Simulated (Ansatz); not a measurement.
One change: `[F][Zn][CH2][SiH3]` becomes `[SiH3][CH2][Zn][GaH2]`.

Ansatz, PBE0-D4/def2-TZVP geometries, multiplicity 1. Each molecule was computed in one conformer, which needn't be the lowest.

Scalar relativity is left out up to krypton.

```tsv
property	`[F][Zn][CH2][SiH3]`
size of the dipole moment (PBE/def2-TZVPP) / D	2.51
LUMO energy (ωB97M-V/def2-TZVPP) / eV	0.75
HOMO energy (ωB97M-V/def2-TZVPP) / eV	-10.75
HOMO energy (PBE0/def2-TZVPP) / eV	-8.57
LUMO energy (PBE/def2-TZVPP) / eV	-1.65
size of the dipole moment (ωB97M-V/def2-TZVPP) / D	2.53
```

(1) Give the same properties after the change, and the shifts. (Estimate.)

## Answers

(1) Ansatz gave: 
```csv
property,`[SiH3][CH2][Zn][GaH2]`,shift
size of the dipole moment (PBE/def2-TZVPP) / D,1.19,-1.32
LUMO energy (ωB97M-V/def2-TZVPP) / eV,-0.69,-1.44
HOMO energy (ωB97M-V/def2-TZVPP) / eV,-8.64,2.11
HOMO energy (PBE0/def2-TZVPP) / eV,-6.65,1.92
LUMO energy (PBE/def2-TZVPP) / eV,-3.12,-1.47
size of the dipole moment (ωB97M-V/def2-TZVPP) / D,1.22,-1.31
```

With PBE0 the HOMO rises by 1.92 eV and the LUMO falls by 1.56 eV, so the gap narrows by about 3.48 eV. PBE moves the HOMO by 1.75 eV and ωB97M-V by 2.11 eV. Dipoles are sizes alone; their direction can turn.
